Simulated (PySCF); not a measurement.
# Bond curve of HgC⁺

Set-up: PySCF, scalar-relativistic core potentials, basis sets Hg cc-pVDZ-PP with ECP60, C cc-pVDZ. Energies in eV from Hg⁺ + C in their ground configurations at the same level. All curves are PBE0. state 1: ²Π (doublet), unpaired electrons π ↑; state 2: ⁴Σ⁻ (quartet), unpaired electrons σ ↑, π ↑↑, a second solution, started from another occupation.

```tsv
R (Å)	state 1	state 2
1.862	-1.502	-0.7526
1.948	-1.793	-0.9347
2.035	-1.945	-0.9758
2.100	-1.995	-0.9475
2.165	-2.007	-0.8881
2.230	-1.989	-0.8108
2.317	-1.936	-0.6969
2.425	-1.838	-0.5573
2.555	-1.702	-0.4121
2.728	-1.519	-0.2653
```

**Question.** Put a parabola through the three lowest points of the state 1 curve and estimate Re, k and ωe (reduced mass 11.33 u; 1 eV/Å² = 0.16022 mdyn/Å; ωe = 1302.8·√(k/μ) cm⁻¹).

**Answer.** Through R = 2.1, 2.165, 2.23 Å the second-order coefficient is 3.55 eV/Å², so Re ≈ 2.159 Å, k ≈ 1.14 mdyn/Å and ωe ≈ 413 cm⁻¹. A polynomial fit of higher order to the unrounded PBE0 energies gives Re = 2.155 Å, k = 1.13 mdyn/Å, ωe = 412 cm⁻¹; anharmonicity and rounding make the difference.

The higher-order fit for each curve: state 1: Re = 2.155 Å, ωe = 412 cm⁻¹, De = 2.01 eV; state 2: Re = 2.025 Å, ωe = 539 cm⁻¹, minimum 0.98 eV below the ground-state fragments.

⟨S²⟩ of the unrestricted solution departs from its pure value on part of the curve, where spin states mix. Spin–orbit coupling is left out, which matters for elements this heavy, above all for dissociation energies. For an ion De counts to the pair picked by the measured ionisation energies or electron affinities, which need not be the lowest pair at this level. The state was picked by a PBE0 search and need not be the measured ground state.
